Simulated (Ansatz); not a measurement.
```yaml
crystal:
  periodic: [false, false, false]
  atoms:
    - {symbol: O, position_ang: [-1.341572, -0.383593, -0.568126]}
    - {symbol: Zn, position_ang: [-0.128387, -0.175764, 0.077877]}
    - {symbol: Se, position_ang: [1.244908, -0.083666, 0.902444]}
    - {symbol: H, position_ang: [-1.594175, 0.146917, -0.382293]}
    - {symbol: H, position_ang: [1.609218, 0.450344, 0.020833]}
basis:
  gaussian: {orbitals: "6-31G*", final_grid: {core_spheres: 5, valence_spheres: 4, degree: 11}}
hamiltonian: {xc: {name: BHLYP}}
accuracy: high
output: {forces: true}
```

```sh
$ ansatz run in.yaml --threads 2 --pin off --events-out ev --progress --plain --max-ram 4352MiB
```

Output, abridged:

```
Functional definition: BHLYP
1663 factors; integrals over basis functions are off by at most 4.3e-9 eV
mean field evaluation 1: about -115800.2066 eV, gradient 7.1e1 eV
mean field evaluation 2: about -115797.2966 eV, gradient 8.5e1 eV
mean field evaluation 4: about -115807.2240 eV, gradient 2.1e0 eV
mean field evaluation 8: about -115807.4418 eV, gradient 4.2e-1 eV
mean field evaluation 16: about -115807.4421 eV, gradient 1.1e-4 eV
mean field -115807.44208725 eV, -4255.8449996028 hartree, gradient 8.2e-8 eV, S^2 0.000000; 0 other end points of the search recorded, 0 dependent functions left out
reference -115807.44211224 eV, -4255.8450005210 hartree; 37, 37 occupied and 53, 53 virtual orbitals, 1663 factors
Total energy: -115807.44211224 eV, -4255.8450005210 hartree
Atom 0 at    -1.341572    -0.383593    -0.568126 Å, force     4.648936   -64.151897   -34.328979 eV/Å
Atom 1 at    -0.128387    -0.175764     0.077877 Å, force    -5.638634    -0.544702    -4.887416 eV/Å
Atom 2 at     1.244908    -0.083666     0.902444 Å, force    25.061993    -8.126322    37.128756 eV/Å
Atom 3 at    -1.594175     0.146917    -0.382293 Å, force   -33.034027    61.469891    19.951192 eV/Å
Atom 4 at     1.609218     0.450344     0.020833 Å, force     8.961732    11.353030   -17.863553 eV/Å
Dipole moment:     0.005139     0.328401    -0.061109 e Å
```

In this input the geometry is squeezed to about two thirds of its size. The calculation finished and met its thresholds. The result belongs to that input, not to the molecule as meant.
